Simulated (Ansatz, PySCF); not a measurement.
MoCl3, SMILES [Cl][Mo]([Cl])[Cl] (connectivity only; charge and spin as stated), neutral, multiplicity 4. Atoms are numbered in the order given.

```xyz
4

Mo     0.0000     0.0000     0.0000
Cl     2.2680     0.0000     0.0000
Cl    -1.1340    -1.9641     0.0000
Cl    -1.1340     1.9641     0.0000
```
Charge 0, spin multiplicity 4.

The structure is a stationary point at B3LYP-D3(BJ)/def2-SVP. The multiplicity is an assumed one; other spin states were not compared. The def2 effective core potentials stand for the cores of Mo; spin–orbit coupling is left out.

Two levels are set side by side: PBE-D3(BJ)/def2-SVP (Ansatz, a program for electronic structure) and B3LYP-D3(BJ)/def2-SVP (Ansatz). Each level has its own optimised geometry; the coordinates shown are those of the second. Frequencies come from the Hessian of PySCF at each geometry. Differences are taken from unrounded values.

| quantity | B3LYP-D3(BJ) | PBE-D3(BJ) | PBE-D3(BJ) minus B3LYP-D3(BJ) |
|---|---|---|---|
| mean bond length (Å) | 2.268 | 2.262 | -0.006 |
| bond Mo1–Cl2 (Å) | 2.268 | 2.262 | -0.006 |
| bond Mo1–Cl3 (Å) | 2.268 | 2.262 | -0.006 |
| bond Mo1–Cl4 (Å) | 2.268 | 2.262 | -0.006 |
| highest harmonic wavenumber (cm⁻¹) | 432 | 430 | -2 |
| mean harmonic wavenumber (cm⁻¹) | 248 | 246 | -2 |
| zero-point energy (kcal/mol) | 2.13 | 2.11 | -0.01 |

Here PBE gives about what the other level gives.
